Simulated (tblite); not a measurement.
Compound: C₄H₄NOSi (doublet state).
Numbering: `[N:1]#[C:2][Si:3]1[CH:4]=[CH:5][O:6][CH2:7]1` (hydrogens: H8 on C4; H9 on C5; H10, H11 on C7)

The geometry is computed with GFN2-xTB (gas phase). This method treats the open shell by occupation alone, without spin polarisation.

(1) Give the optimised bond lengths and angles.

## Answers

(1) 
```json
{"bond": "N1≡C2", "length (Å)": "1.152", "order": "triple"}
{"bond": "C2–Si3", "length (Å)": "1.842", "order": "single"}
{"bond": "Si3–C4", "length (Å)": "1.853", "order": "single"}
{"bond": "C4=C5", "length (Å)": "1.341", "order": "double"}
{"bond": "C5–O6", "length (Å)": "1.342", "order": "single"}
{"bond": "O6–C7", "length (Å)": "1.428", "order": "single"}
{"bond": "Si3–C7", "length (Å)": "1.926", "order": "single"}
{"bond": "C4–H8", "length (Å)": "1.072", "order": "single"}
{"bond": "C5–H9", "length (Å)": "1.081", "order": "single"}
{"bond": "C7–H10, C7–H11", "length (Å)": "1.093", "order": "single"}
```

Bonds in one row agree within 0.01 Å and their mean is given. Orders are formal, as drawn. A selection of angles:
```json
{"angle": "N1–C2–Si3", "degrees": "169.3"}
{"angle": "C2–Si3–C4", "degrees": "122.2"}
{"angle": "C2–Si3–C7", "degrees": "115.8"}
{"angle": "C4–Si3–C7", "degrees": "89.3"}
{"angle": "Si3–C4–C5", "degrees": "107.5"}
{"angle": "Si3–C4–H8", "degrees": "130.3"}
{"angle": "C5–C4–H8", "degrees": "122.0"}
{"angle": "C4–C5–O6", "degrees": "122.4"}
{"angle": "C4–C5–H9", "degrees": "125.8"}
{"angle": "O6–C5–H9", "degrees": "111.8"}
{"angle": "C5–O6–C7", "degrees": "114.4"}
{"angle": "O6–C7–H10", "degrees": "107.2"}
{"angle": "Si3–C7–O6", "degrees": "106.0"}
{"angle": "Si3–C7–H10", "degrees": "115.8"}
{"angle": "Si3–C7–H11", "degrees": "112.1"}
{"angle": "H10–C7–H11", "degrees": "107.6"}
```

Dihedral angles: C2–Si3–C4–C5 -125° (anticlinal); Si3–C4–C5–O6 3° (synperiplanar); C4–C5–O6–C7 2° (synperiplanar); C5–O6–C7–Si3 -6° (synperiplanar); C2–Si3–C7–O6 132° (anticlinal). The mirror-image conformer, all signs reversed, is as good.

The 5-membered ring Si3–C4–C5–O6–C7 has internal angles of 89.3° to 122.4°; it is slightly puckered (a soft mode that the optimisation may not have finished), 0.03 Å rms from its mean plane, widest ring torsion 6°. The C–Si distances run from 1.842 Å (C2–Si3, drawn single) to 1.926 Å (Si3–C7, drawn single), a spread of 0.084 Å. C5 (carbon bonded to C, O and H) is planar (angles 125.8°, 122.4° and 111.8°, sum 360.0°, 0.00 Å off the plane of its three neighbours). Si3 (silicon bonded to 3 C) is pyramidal (angles 122.2°, 115.8° and 89.3°, sum 327.2°, 0.62 Å off the plane of its three neighbours). C4 (carbon bonded to C, Si and H) is planar (angles 130.3°, 122.0° and 107.5°, sum 359.8°, 0.04 Å off the plane of its three neighbours). The C–O distances run from 1.342 Å (C5–O6, drawn single) to 1.428 Å (O6–C7, drawn single), a spread of 0.086 Å.

Point group: C1 (no symmetry element, even within 0.4 Å). Its GFN2-xTB frequencies are all real (lowest 71 cm⁻¹).
